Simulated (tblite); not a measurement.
Compound: C₆H₁₂OSi₂.
Numbering: `[CH:1]#[C:2][SiH2:3][Si@H:4]1[CH2:5][C@H:6]([CH2:7][OH:8])[CH2:9]1` (hydrogens: H10 on C1; H11, H12 on Si3; H13 on Si4; H14, H15 on C5; H16 on C6; H17, H18 on C7; H19 on O8; H20, H21 on C9)

The geometry is computed with GFN2-xTB (gas phase).

Q: Give the optimised bond lengths and angles.

A: 
```csv
bond,length (Å)
C1≡C2,1.203
C2–Si3,1.850
Si3–Si4,2.314
"Si4–C5, Si4–C9",1.920
"C5–C6, C6–C9",1.542
C6–C7,1.524
C7–O8,1.409
C1–H10,1.053
"Si3–H11, Si3–H12",1.471
Si4–H13,1.474
"C5–H14, C9–H20",1.090
"C5–H15, C9–H21",1.088
C6–H16,1.093
"C7–H17, C7–H18",1.098
O8–H19,0.964
```

Bonds in one row agree within 0.01 Å and their mean is given. A selection of angles:
```csv
angle,degrees
C1–C2–Si3,179.9
C2–Si3–Si4,109.8
Si3–Si4–C5,117.2
Si3–Si4–C9,115.5
C5–Si4–C9,75.9
Si4–C5–C6,90.8
C5–C6–C7,114.1
C5–C6–C9,99.9
C6–C7–O8,112.7
H19–O8–C7,107.8
```

Dihedral angles: C2–Si3–Si4–C5 70° (synclinal); Si3–Si4–C5–C6 100° (anticlinal); Si4–C5–C6–C7 136° (anticlinal); C5–C6–C7–O8 178° (antiperiplanar); C5–C6–C9–Si4 -14° (synperiplanar); Si3–Si4–C9–C6 -102° (anticlinal); H19–O8–C7–C6 52° (synclinal).

Si4 (SiH silicon) has angles from 75.9° to 117.2°. The 4-membered ring Si4–C5–C6–C9 has internal angles of 75.9° to 99.9° (sum 357°, against 360° for a flat polygon); it is puckered, 0.09 Å rms from its mean plane, widest ring torsion 14°. Si3 (SiH2 silicon) is distorted tetrahedral (angles from 105.8° to 114.7°). The C–Si distances run from 1.850 Å (C2–Si3, drawn single) to 1.921 Å (Si4–C9, drawn single), a spread of 0.071 Å. The C–C distances run from 1.203 Å (C1≡C2, drawn triple) to 1.543 Å (C6–C9, drawn single), a spread of 0.340 Å. Of the pairs four or more bonds apart, C9···H19 is among the closest relative to their van der Waals radii: 2.68 Å, 92 % of the sum of Bondi's values.

Point group: C1 (no symmetry element, even within 0.4 Å). Its lowest GFN2-xTB frequency is 10i cm⁻¹, too small to tell a flat minimum from a shallow saddle. One conformer, not necessarily the lowest (C2–Si3–Si4–C5 70°, C5–C6–C7–O8 178°, C6–C7–O8–H 52°, Si3–Si4–C5–C6 100°, Si4–C5–C6–C7 136°, C5–C6–C9–Si4 -14°, Si3–Si4–C9–C6 -102°). 3 starts were optimised and ended at 0.00, 0.16 and 0.35 kcal/mol (GFN2-xTB); the lowest of these is shown.
